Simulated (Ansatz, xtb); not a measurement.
Ranking isomers of CHBSn

4 gas-phase structures of CHBSn, found in a search over its isomers (lower ones may exist). Each was relaxed with GFN2-xTB:

A. `B#[C][SnH]`, a singlet
B. `B#[C][SnH]`, a triplet
C. `B=[C]=[Sn]`, a singlet
D. a singlet given by its coordinates

D (Å):

```yaml
atoms:
  - { symbol: C, position_ang: [1.5446, 2.0659, 1.1064] }
  - { symbol: B, position_ang: [0.6510, 3.0730, 1.4025] }
  - { symbol: Sn, position_ang: [1.4834, 2.9411, 3.3107] }
  - { symbol: H, position_ang: [2.0775, 1.3238, 0.5499] }
```

Close contacts (Å): C1–B2 1.38, C1–Sn3 2.37, B2–Sn3 2.09, C1–H4 1.07.

Q: Which do you expect lowest at r2SCAN-D4/def2-SVP, and how would the others follow?

A: Calculated order at r2SCAN-D4/def2-SVP: C (0.000), D (0.425), B (3.273), A (4.716) eV.

Energies above the lowest of each column, in eV; the last columns are at PBE0-D3(BJ)/def2-SVP geometries and were run for some of them only (a dash: not run or not comparable):

```csv
structure,GFN2-xTB,HF/STO-3G,r2SCAN-D4/def2-SVP,PBE0-D3(BJ)/def2-SVP,CCSD(T)/def2-TZVPP
C,0.000,0.000,0.000,0.000,0.000
D,1.067,0.472,0.425,0.337,0.321
B,–,2.181,3.273,–,–
A,2.430,5.341,4.716,–,–
```

Every level run on C puts it lowest or level with the lowest. Frequencies (PBE0-D3(BJ)/def2-SVP) were run for C, D alone. GFN2-xTB has no spin polarisation and isn't compared across spin states. Open shells are spin-unrestricted, some with notable spin contamination. Atoms past krypton carry core potentials in the def2 sets, without spin–orbit terms.

Programs: Ansatz 0.2.0, xtb 6.7.1.
